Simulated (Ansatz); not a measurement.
Consider the hydrogenolysis of a Ge–C bond: `[BH2][GeH]([CH3])[OH]` + H₂ → `[BH2][GeH2][OH]` + CH₄.

Program: Ansatz. Geometries: PBE0-D4/def2-TZVP. ΔE: electronic, gas phase. CCSD(T)/CBS adds triple-zeta CCSD(T) − MP2 to the extrapolated MP2 energy (def2 sets, frozen cores). This one scheme is used for every species. For Ge outer-core shells are correlated without core-valence functions, which leaves a few kJ/mol of doubt a bond. Scalar relativity is left out up to krypton. Each species was taken in one conformer, which may not be the lowest.

```
                species  CCSD(T)/CBS(def2) energy (Eh)
`[BH2][GeH]([CH3])[OH]`                    -2218.33958
                     H₂                       -1.17544
      `[BH2][GeH2][OH]`                    -2179.06509
                    CH₄                      -40.46206
```

Problem. Work out ΔE.

Solution. ΔE = (-2179.06509) + (-40.46206) − (-2218.33958) − (-1.17544) = -0.01213 Eh = -7.6 kcal/mol.

Largest T1 diagnostic among the species: 0.012.

In def2-TZVPP, CCSD(T) changes the Hartree–Fock value by +5.7 kcal/mol (the triples alone add +1.0 kcal/mol) and MP2 by +7.1 kcal/mol. The D4 term adds +1.9 kcal/mol with B3LYP and +1.1 kcal/mol with PBE0; it sums over pairs of atoms, weighted by their polarisabilities, and B3LYP, whose exchange is more repulsive, gets the larger term.

B3LYP here is the variant with VWN-RPA as its local correlation; programs differ in this.
